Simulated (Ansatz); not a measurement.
A run on CH2ClFO2Si, SMILES `O[Si@]1(F)O[C@@H]1Cl` with other settings.

```yaml
crystal:
  periodic: [false, false, false]
  atoms:
    - {symbol: O, position_ang: [1.728866, 0.184717, -0.829456]}
    - {symbol: Si, position_ang: [0.592801, -0.520226, 0.064165]}
    - {symbol: F, position_ang: [1.315904, -1.654324, 0.873815]}
    - {symbol: O, position_ang: [-0.894714, -0.836922, -0.533862]}
    - {symbol: C, position_ang: [-0.979983, 0.197012, 0.527653]}
    - {symbol: Cl, position_ang: [-1.474115, 1.776111, -0.078617]}
    - {symbol: H, position_ang: [1.447543, 0.894308, -1.412593]}
    - {symbol: H, position_ang: [-1.644203, -0.097775, 1.332995]}
basis:
  gaussian: {orbitals: def2-TZVPP}
hamiltonian: {xc: {name: wB97M-V}}
output: {forces: true}
```

```sh
$ ansatz run in.yaml --threads 4 --pin off --events-out ev --progress --plain --max-ram 10444MiB
```

Shortened log:

```
Functional definition: wB97M-V
1357 factors; their error is unknown
253 factors; integrals over basis functions are off by at most 2.5e-5 eV
mean field evaluation 1: about -28278.0758 eV, gradient 6.5e1 eV
mean field evaluation 2: about -28276.4317 eV, gradient 7.5e1 eV
mean field evaluation 4: about -28284.7103 eV, gradient 3.4e0 eV
mean field evaluation 8: about -28284.7383 eV, gradient 9.9e-2 eV
mean field evaluation 16: about -28284.7638 eV, gradient 4.8e-4 eV
mean field -28284.76384011 eV, -1039.4458990224 hartree, gradient 6.2e-5 eV, S^2 0.000000; 0 other end points of the search recorded, 0 dependent functions left out
reference -28284.76388286 eV, -1039.4459005935 hartree; 32, 32 occupied and 204, 204 virtual orbitals, 1357 factors
Total energy: -28284.76388286 eV, -1039.4459005935 hartree
Atom 0 at     1.728866     0.184717    -0.829456 Å, force     0.041881     0.092815    -0.065265 eV/Å
Atom 1 at     0.592801    -0.520226     0.064165 Å, force    -0.126062     0.017822    -0.055748 eV/Å
Atom 2 at     1.315904    -1.654324     0.873815 Å, force     0.068235    -0.097296     0.096417 eV/Å
Atom 3 at    -0.894714    -0.836922    -0.533862 Å, force    -0.017008    -0.080809    -0.134609 eV/Å
Atom 4 at    -0.979983     0.197012     0.527653 Å, force    -0.039575    -0.022146     0.316570 eV/Å
Atom 5 at    -1.474115     1.776111    -0.078617 Å, force    -0.019713     0.090179    -0.075674 eV/Å
Atom 6 at     1.447543     0.894308    -1.412593 Å, force     0.021198    -0.019772     0.011073 eV/Å
Atom 7 at    -1.644203    -0.097775     1.332995 Å, force     0.071045     0.019207    -0.092764 eV/Å
Dipole moment:     0.146692     0.191757     0.029356 e Å
```

Run time 7.5 s (4 threads of an AMD EPYC 7B13 on a shared host); peak host memory 0.88 GiB.
